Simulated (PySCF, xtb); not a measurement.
Sn(OH)3(OSiH3) (H6O4SiSn), SMILES [OH][Sn]([OH])([OH])[O][SiH3]. The values are those of a single conformer.

Harmonic wavenumbers (cm⁻¹) from xtb 6.7.1 with GFN2-xTB at its own minimum, in rising order: 22, 67, 75, 98, 129, 150, 164, 167, 196, 205, 241, 354, 472, 540, 547, 613, 629, 751, 790, 813, 830, 848, 853, 891, 2235, 2251, 2297, 3592, 3598, 3604.

**Question.** What does PBE-D3(BJ)/def2-SVP run with PySCF give at its own minimum? (The exact figures need the calculation; the answer reports its results.)

**Answer.** 34, 64, 73, 91, 122, 146, 150, 170, 185, 189, 237, 470, 581, 613, 618, 692, 704, 857, 874, 875, 909, 911, 917, 962, 2151, 2158, 2174, 3688, 3695, 3696. Paired by order, the mean absolute difference is 57 cm⁻¹ and the zero-point energies are 40.1 and 41.5 kcal/mol.
